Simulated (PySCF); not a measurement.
## Computed structure and properties of Tl(NH2)3(H2O)

System: Tl(NH2)3(H2O) (singlet; a saddle point, relaxed within its symmetry); start: template (Cs). Method: PySCF 2.14.0, RKS PBE0, Tl def2-SVP with ECP60, N def2-SVP, H def2-SVP, O def2-SVP; non-relativistic Hamiltonian with scalar-relativistic core potentials where named; density fitting; no spin-orbit coupling.

Input of the relaxation:

```python
mol = gto.M(atom='''
Tl     0.01523    -0.01523     0.01523
N      1.20513     1.17467     1.20513
H      2.13273     0.92847     1.54583
H      0.95893     2.10227     1.54583
N     -1.17467    -1.20513     1.20513
H     -2.10227    -0.95893     1.54583
H     -0.92847    -2.13273     1.54583
N      1.20513    -1.20513    -1.17467
H      0.95893    -2.13273    -1.51537
H      2.13273    -0.95893    -1.51537
O     -1.27227     1.27227    -1.27227
H     -1.92727     1.92727    -0.98417
H     -1.29857     1.29857    -2.24157''',
    basis={'Tl': 'def2-SVP', 'N': 'def2-SVP', 'H': 'def2-SVP', 'O': 'def2-SVP'},
    ecp={'Tl': 'def2-SVP'},
    charge=0, spin=0)
mf = dft.RKS(mol, xc='PBE0')
mf.grids.atom_grid = (50, 194)
mf = mf.density_fit()  # fitting sets: Tl def2-universal-JKFIT, N def2-universal-JKFIT, H def2-universal-JKFIT, O def2-universal-JKFIT
mf.conv_tol = 1e-08; mf.max_cycle = 55
mf.kernel(dm0)  # dm0: converged density of the start geometry
# quasi-Newton relaxation in Cartesian coordinates to a largest gradient under 0.00045 Eh/bohr, steps kept in the point group
```

Run from Python with OMP_NUM_THREADS=2; the lines above give its settings. Where DIIS fails, smearing, a level shift and second-order steps follow.
It took 5.2 min on 2 threads of Arm Neoverse V1, with other jobs on the host, from the converged density of the start.

Course of the relaxation:

```tsv
step	energy above end (eV)	largest force component within the symmetry (eV/Å)
0	1.7071	1.652
1	1.2922	1.217
2	0.9547	0.823
3	0.7757	1.847
4	0.5911	1.047
5	0.5400	1.889
6	0.4265	0.924
7	0.3889	0.814
47	0.0008	0.037
48	0.0003	0.026
49	0.0001	0.019
50	0.0001	0.047
51	0.0000	0.011
52	0.0000	0.007
```
(The steps between are left out.)

Relaxed geometry (Cs):

```xyz
13

Tl    0.0751   -0.0751    0.5176
N     1.1330    1.5907    1.3155
H     2.1021    1.5225    0.9994
H     1.1707    1.5034    2.3326
N    -1.5907   -1.1330    1.3155
H    -1.5034   -1.1707    2.3326
H    -1.5225   -2.1021    0.9994
N     0.7725   -0.7725   -1.4462
H     0.6252   -1.7769   -1.5524
H     1.7769   -0.6252   -1.5524
O    -1.0657    1.0657   -1.4209
H    -1.6036    1.6036   -2.0052
H    -0.4644    0.4644   -1.9301
```

```csv
contact,Å
Tl1–N2 (NH2),2.129
Tl1–N5 (NH2),2.129
Tl1–N8 (NH2),2.197
Tl1–O11 (H2O),2.522
```

Short contacts between ligands at the end: H13···N8 1.81 Å.

On the finer grid (75, 302):

```
HOMO                                                          : -6.45 eV
LUMO                                                          : -0.87 eV
Dipole about the centre of mass                               : 2.67 D
Set of Mulliken populations of Tl1 outside the core potential : s 3.14, p 7.18, d 10.18
D3(BJ) dispersion energy (not in the energies)                : -0.212 eV
```

```json
{"atom": "Tl1", "Mulliken (e)": "0.51", "Löwdin (e)": "0.32", "spin (e)": "0.00"}
{"atom": "N2", "Mulliken (e)": "-0.41", "Löwdin (e)": "-0.24", "spin (e)": "0.00"}
{"atom": "H3", "Mulliken (e)": "0.12", "Löwdin (e)": "0.06", "spin (e)": "0.00"}
{"atom": "H4", "Mulliken (e)": "0.13", "Löwdin (e)": "0.06", "spin (e)": "0.00"}
{"atom": "N5", "Mulliken (e)": "-0.41", "Löwdin (e)": "-0.24", "spin (e)": "0.00"}
{"atom": "H6", "Mulliken (e)": "0.13", "Löwdin (e)": "0.06", "spin (e)": "0.00"}
{"atom": "H7", "Mulliken (e)": "0.12", "Löwdin (e)": "0.06", "spin (e)": "0.00"}
{"atom": "N8", "Mulliken (e)": "-0.49", "Löwdin (e)": "-0.27", "spin (e)": "0.00"}
{"atom": "H9", "Mulliken (e)": "0.12", "Löwdin (e)": "0.06", "spin (e)": "0.00"}
{"atom": "H10", "Mulliken (e)": "0.12", "Löwdin (e)": "0.06", "spin (e)": "0.00"}
{"atom": "O11", "Mulliken (e)": "-0.29", "Löwdin (e)": "-0.07", "spin (e)": "0.00"}
{"atom": "H12", "Mulliken (e)": "0.17", "Löwdin (e)": "0.08", "spin (e)": "0.00"}
{"atom": "H13", "Mulliken (e)": "0.19", "Löwdin (e)": "0.06", "spin (e)": "0.00"}
```

On the grid (50, 194), as all that follows. Harmonic modes: 1 unstable, so a saddle point once the symmetry is let go (counted below −25 cm⁻¹); lowest -334 cm⁻¹ (negative: unstable), highest 3967 cm⁻¹, zero-point energy 2.704 eV.

Taking off one NH2 (charge -1, singlet; the rest: singlet) in vacuum, both parts rigid, costs 10.70 eV; the small basis without counterpoise inflates it. Most of it is the attraction of opposite charges; other ways to part are cheaper, and one spin state was tried for the rest.

Rigid scan of NH2 along the line from its metal:

(distance to N2 (Å), energy (eV)): (1.83, 1.073), (1.93, 0.405), (2.03, 0.086), (2.13, 0.000), (2.23, 0.064), (2.33, 0.223), (2.53, 0.683), (2.83, 1.446), (3.23, 2.305), (3.73, 3.056)

Taking off one H2O (charge 0, singlet; the rest: singlet) in vacuum, both parts rigid, costs 0.82 eV; the small basis without counterpoise inflates it.

Rigid scan of H2O along the line from its metal:

(distance to O11 (Å), energy (eV)): (2.22, 0.269), (2.32, 0.101), (2.42, 0.021), (2.52, 0.000), (2.62, 0.016), (2.72, 0.054), (2.92, 0.162), (3.22, 0.332), (3.62, 0.513), (4.12, 0.658)

One start shape was tried, so this needn't be the lowest isomer.
